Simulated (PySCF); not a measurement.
Gas-phase reaction: 4 GaCl₂NH₂ + 2 GaH = GaCl₃ + 2 N₂ + 5 GaH₂Cl

Energies from PySCF, thermal terms from the rigid-rotor harmonic-oscillator model, ideal gas at 1 bar. † marks an energy on the PBE0/def2-TZVP geometry and frequencies; other levels use their own. MP2 and CCSD(T) freeze the core. 6-31G* has spherical d functions here. All species are closed-shell singlets. B3LYP is the form with VWN-RPA correlation. Ga: all electrons, no relativistic terms. GaCl₂NH₂, GaH, GaH₂Cl: computed as isolated molecules; such fragments, hydroxides, amides, oligomers or adducts are transient or little studied in the gas. MP2 isn't extrapolated to the basis-set limit. CCSD(T) isn't extrapolated to the basis-set limit. Warning, point group unlike the PBE0 one: GaCl₂NH₂ (B3LYP/6-31G*).

```json
[
 {"level": "B3LYP/6-31G*", "ΔH°(298 K), kJ": "?"},
 {"level": "BLYP/def2-TZVP†", "ΔH°(298 K), kJ": "97"},
 {"level": "CCSD(T)/def2-SVP†", "ΔH°(298 K), kJ": "?"},
 {"level": "CCSD(T)/def2-TZVPP†", "ΔH°(298 K), kJ": "119"},
 {"level": "HF/6-31G*", "ΔH°(298 K), kJ": "-46"},
 {"level": "MP2/def2-SVP†", "ΔH°(298 K), kJ": "?"},
 {"level": "PBE0/def2-QZVP†", "ΔH°(298 K), kJ": "187"}
]
```

**Question.** Complete the blanks.

**Answer.** 
- B3LYP/6-31G*, ΔH°(298 K), kJ: 95
- CCSD(T)/def2-SVP†, ΔH°(298 K), kJ: 55
- MP2/def2-SVP†, ΔH°(298 K), kJ: 56
